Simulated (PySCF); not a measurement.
Cl2Ge (SMILES [Cl][Ge][Cl]), singlet, at a GFN2-xTB geometry. Base run: HF/def2-SVP in PySCF.

The PySCF input:
```python
from pyscf import gto, scf, solvent

mol = gto.M(
    atom='''
Ge    0.03708706   -0.04229772    0.71659349
Cl    1.00471861    1.32222639   -0.65255028
Cl   -1.07452955   -1.24260715   -0.69633159
''',
    basis='def2-svp',
    verbose=4,
)

mf = scf.RHF(mol)
mf.kernel()
```

Each row names what was changed in the base input (with any setting that the change needs).

| change | ΔE vs base (kJ/mol) | dipole (D) | HOMO-LUMO gap (eV) |
|---|---|---|---|
| base | 0.00 | 2.07 | 10.48 |
| model = IEF-PCM; solvent = dichloromethane; vdw_scale = 1.1 | -18.31 | 2.73 | 10.73 |
| model = IEF-PCM; solvent = dichloromethane; lebedev_order = 11 | -12.68 | 2.60 | 10.66 |
| model = IEF-PCM; solvent = n-hexane | -5.32 | 2.29 | 10.56 |
| model = COSMO; solvent = dichloromethane | -12.65 | 2.59 | 10.66 |
| model = ddCOSMO; solvent = dichloromethane | -17.06 | 2.68 | 10.71 |
| model = IEF-PCM; solvent = chloroform | -10.63 | 2.51 | 10.63 |
| model = SS(V)PE; solvent = dichloromethane | -12.72 | 2.60 | 10.66 |
| model = IEF-PCM; solvent = dichloromethane; lebedev_order = 41 | -12.75 | 2.60 | 10.66 |
| model = IEF-PCM; solvent = dichloromethane | -12.73 | 2.60 | 10.66 |
| model = IEF-PCM; solvent = methanol | -14.65 | 2.68 | 10.69 |
| model = IEF-PCM; solvent = dichloromethane; vdw_scale = 1.4 | -6.71 | 2.41 | 10.58 |

The base is the gas phase, so ΔE is the electrostatic part of solvation at a fixed geometry, without cavity and dispersion terms.
